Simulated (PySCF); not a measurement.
How methods differ on the ionisation energy of In

In [Kr] 4d10 5s2 5p1 (2P) → In⁺ [Kr] 4d10 5s2 (1S), as a difference of total energies. Computed with PySCF 2.14 in aug-cc-pVDZ-PP with ECP28MDF, with scalar relativity through the core potential. Correlated levels: valence: 4s2 4p6 4d10 frozen. The calculations carry no spin-orbit coupling.

| method | ionisation energy (eV) | error (eV) |
| --- | --- | --- |
| UHF | 5.203 | -0.400 |
| MP2 (valence) | 5.335 | -0.268 |
| SCS-MP2 (valence) | 5.313 | -0.290 |
| CCSD (valence) | 5.394 | -0.209 |
| CCSD(T) (valence) | 5.407 | -0.196 |
| CCSDT (valence) | 5.414 | -0.189 |
| FCI (valence) | 5.414 | -0.189 |

Reference: 5.603 eV (measured; NIST levels, between the centres of gravity of the two terms).

Errors of the correlated levels include the incompleteness of this basis and the frozen core.
